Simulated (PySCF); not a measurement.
**Converging SiBi in the basis (CCSD(T))**

PySCF, UHF reference; doublet, unpaired electrons π ↑; De to Si + Bi without counterpoise correction. Frozen cores follow the default of each basis and core potential.

```tsv
basis	relativity	functions	Re (Å)	ωe (cm⁻¹)	De (eV)	frozen orbitals
def2-SVP	scalar-relativistic core potentials	44	2.507	354	1.94	9
cc-pV(D+d)Z/cc-pVDZ-PP	scalar-relativistic core potentials	46	2.511	354	1.92	9
def2-SVPD	scalar-relativistic core potentials	56	2.510	353	2.01	9
def2-TZVPP	scalar-relativistic core potentials	92	2.478	368	2.38	9
```

Q: How does each smaller set differ from the one with most functions, def2-TZVPP?

A: def2-SVP: +2.9 pm, -3.8 % in ωe, -0.44 eV in De; cc-pV(D+d)Z/cc-pVDZ-PP: +3.3 pm, -3.8 % in ωe, -0.46 eV in De; def2-SVPD: +3.2 pm, -4.1 % in ωe, -0.37 eV in De. All at CCSD(T); the set with most functions is neither the basis-set limit nor always the best.

Correlated steps freeze 9 core orbitals. Correlated levels converge slowly with the basis: in double zeta they bind strong bonds too weakly, by up to about 1 eV, and carry superposition errors of some tenths. Spin–orbit coupling is left out, which matters for elements this heavy, above all for dissociation energies. The state is the lowest determinant that a PBE0 search found; another state may lie lower at other levels.
